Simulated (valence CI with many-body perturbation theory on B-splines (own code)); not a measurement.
**O I: electric-dipole lines**

Calculated by valence CI with perturbative core correlation (CI+MBPT): six valence electrons over a frozen Dirac-Fock core [He], a basis of 9 s, 9 p, 8 d, 6 f, 3 g, 1 h functions for each j, with the one-electron correlation potential Σ1 (screened to all orders), the two-electron term Σ2, the three-electron term Σ3, Breit, model QED; selected single and double excitations, second order for the rest, scaled by the run's own slope (own B-spline code, finite nucleus).

Set against measurement, 22 paired levels are off by 257 cm⁻¹ on average, the worst by 374. Among the levels kept, up to 1500 cm⁻¹ of a level comes from second order outside the variational space, and about a tenth of that is noise between levels of different J, which matters for small intervals.

Lines 1 to 50 of 86 in falling wavelength, among levels below 12.219 eV, chosen from the strongest by gf and those to the six lowest levels. Wavelengths and rates use the calculated energies, so an error of 300 cm⁻¹ moves a line at 1477 nm by 4.4 % and its rate by three times that or more. Electric multipoles are in the length gauge, E1 and E2 with the static RPA response of the core. Weak lines are less certain than strong ones. Lines between different terms over intervals too small for the method are left out, as are lines whose strength nearly cancels. The highest levels of a list are the least certain.

```
λ vac (nm)  λ from measured levels             Upper             Lower   A (s⁻¹)  S (a.u.) with core polarisation  S without
      1477                    1461  2s2 2p3 4s 5S°_2   2s2 2p3 3p 3P_2  4.77e+01                         3.80e-04   3.80e-04
      1472                    1461  2s2 2p3 4s 5S°_2   2s2 2p3 3p 3P_1  4.46e+01                         3.51e-04   3.51e-04
      1321                    1317  2s2 2p3 4s 3S°_1   2s2 2p3 3p 3P_2  9.76e+06                         3.33e+01   3.33e+01
      1317                    1317  2s2 2p3 4s 3S°_1   2s2 2p3 3p 3P_1  7.34e+06                         2.48e+01   2.48e+01
      1311                    1317  2s2 2p3 4s 3S°_1   2s2 2p3 3p 3P_0  2.48e+06                         8.27e+00   8.27e+00
      1146                    1138  2s2 2p3 3d 5D°_0   2s2 2p3 3p 3P_1  3.40e+02                         2.53e-04   2.53e-04
      1142                    1138  2s2 2p3 3d 5D°_1   2s2 2p3 3p 3P_2  6.27e+01                         1.38e-04   1.38e-04
      1139                    1138  2s2 2p3 3d 5D°_3   2s2 2p3 3p 3P_2  8.41e+01                         4.30e-04   4.30e-04
      1139                    1138  2s2 2p3 3d 5D°_2   2s2 2p3 3p 3P_2  3.42e+01                         1.25e-04   1.25e-04
      1139                    1138  2s2 2p3 3d 5D°_1   2s2 2p3 3p 3P_1  1.16e+02                         2.53e-04   2.53e-04
      1136                    1138  2s2 2p3 3d 5D°_2   2s2 2p3 3p 3P_1  1.33e+01                         4.83e-05   4.82e-05
      1134                    1138  2s2 2p3 3d 5D°_1   2s2 2p3 3p 3P_0  3.81e+01                         8.22e-05   8.22e-05
      1133                    1129  2s2 2p3 3d 3D°_1   2s2 2p3 3p 3P_2  7.40e+05                         1.59e+00   1.59e+00
      1131                    1130  2s2 2p3 4s 5S°_2   2s2 2p3 3p 5P_2  8.49e+06                         3.04e+01   3.04e+01
      1131                    1130  2s2 2p3 4s 5S°_2   2s2 2p3 3p 5P_1  5.10e+06                         1.82e+01   1.82e+01
      1131                    1129  2s2 2p3 3d 3D°_3   2s2 2p3 3p 3P_2  2.68e+07                         1.34e+02   1.34e+02
      1130                    1129  2s2 2p3 3d 3D°_2   2s2 2p3 3p 3P_2  6.70e+06                         2.39e+01   2.39e+01
      1130                    1129  2s2 2p3 3d 3D°_1   2s2 2p3 3p 3P_1  1.24e+07                         2.66e+01   2.66e+01
      1128                    1129  2s2 2p3 3d 3D°_2   2s2 2p3 3p 3P_1  2.25e+07                         7.97e+01   7.97e+01
      1125                    1129  2s2 2p3 3d 3D°_1   2s2 2p3 3p 3P_0  1.68e+07                         3.53e+01   3.53e+01
      1123                    1131  2s2 2p3 4s 5S°_2   2s2 2p3 3p 5P_3  1.30e+07                         4.54e+01   4.54e+01
      1038                    1042  2s2 2p3 4s 3S°_1   2s2 2p3 3p 5P_2  1.82e+02                         3.01e-04   3.01e-04
      1037                    1042  2s2 2p3 4s 3S°_1   2s2 2p3 3p 5P_1  1.04e+02                         1.73e-04   1.73e-04
      1023                    1017   2s2 2p3 3p 5P_1  2s2 2p3 3s 3S°_1  2.12e+02                         3.36e-04   3.36e-04
      1022                    1017   2s2 2p3 3p 5P_2  2s2 2p3 3s 3S°_1  2.99e+02                         7.89e-04   7.89e-04
     928.0                   926.3  2s2 2p3 3d 5D°_0   2s2 2p3 3p 5P_1  4.21e+07                         1.66e+01   1.66e+01
     925.1                   926.9  2s2 2p3 3d 5D°_4   2s2 2p3 3p 5P_3  4.40e+07                         1.55e+02   1.55e+02
     923.7                   926.5  2s2 2p3 3d 5D°_1   2s2 2p3 3p 5P_2  1.07e+07                         1.25e+01   1.25e+01
     923.2                   926.3  2s2 2p3 3d 5D°_1   2s2 2p3 3p 5P_1  3.21e+07                         3.74e+01   3.74e+01
     922.1                   926.5  2s2 2p3 3d 5D°_3   2s2 2p3 3p 5P_2  2.86e+07                         7.76e+01   7.76e+01
     921.9                   926.5  2s2 2p3 3d 5D°_2   2s2 2p3 3p 5P_2  2.51e+07                         4.84e+01   4.84e+01
     921.5                   926.3  2s2 2p3 3d 5D°_2   2s2 2p3 3p 5P_1  1.50e+07                         2.90e+01   2.90e+01
     918.0                   920.8  2s2 2p3 3d 3D°_1   2s2 2p3 3p 5P_2  5.24e-01                         6.01e-07   6.00e-07
     917.6                   920.6  2s2 2p3 3d 3D°_1   2s2 2p3 3p 5P_1  3.96e+01                         4.53e-05   4.53e-05
     916.5                   926.8  2s2 2p3 3d 5D°_3   2s2 2p3 3p 5P_3  1.51e+07                         4.01e+01   4.01e+01
     916.4                   926.8  2s2 2p3 3d 5D°_2   2s2 2p3 3p 5P_3  3.02e+06                         5.73e+00   5.73e+00
     916.4                   920.7  2s2 2p3 3d 3D°_3   2s2 2p3 3p 5P_2  3.76e+02                         1.00e-03   1.00e-03
     916.3                   920.8  2s2 2p3 3d 3D°_2   2s2 2p3 3p 5P_2  9.93e+00                         1.88e-05   1.88e-05
     915.9                   920.6  2s2 2p3 3d 3D°_2   2s2 2p3 3p 5P_1  6.09e+01                         1.15e-04   1.15e-04
     910.9                   921.1  2s2 2p3 3d 3D°_3   2s2 2p3 3p 5P_3  1.66e+01                         4.33e-05   4.33e-05
     910.8                   921.1  2s2 2p3 3d 3D°_2   2s2 2p3 3p 5P_3  2.81e+01                         5.23e-05   5.23e-05
     848.1                   844.9   2s2 2p3 3p 3P_0  2s2 2p3 3s 3S°_1  3.12e+07                         9.38e+00   9.38e+00
     845.3                   844.9   2s2 2p3 3p 3P_1  2s2 2p3 3s 3S°_1  3.15e+07                         2.82e+01   2.82e+01
     843.7                   844.9   2s2 2p3 3p 3P_2  2s2 2p3 3s 3S°_1  3.17e+07                         4.70e+01   4.70e+01
     781.0                   777.4   2s2 2p3 3p 5P_3  2s2 2p3 3s 5S°_2  3.46e+07                         5.70e+01   5.70e+01
     777.3                   777.8   2s2 2p3 3p 5P_1  2s2 2p3 3s 5S°_2  3.52e+07                         2.44e+01   2.44e+01
     777.0                   777.6   2s2 2p3 3p 5P_2  2s2 2p3 3s 5S°_2  3.52e+07                         4.07e+01   4.07e+01
     670.4                   672.8   2s2 2p3 3p 3P_1  2s2 2p3 3s 5S°_2  6.32e+02                         2.82e-04   2.82e-04
     669.5                   672.8   2s2 2p3 3p 3P_2  2s2 2p3 3s 5S°_2  9.11e+02                         6.74e-04   6.74e-04
     235.4                   232.5  2s2 2p3 3s 3S°_1      2s2 2p4 1S_0  1.26e+01                         2.43e-07   2.43e-07
```
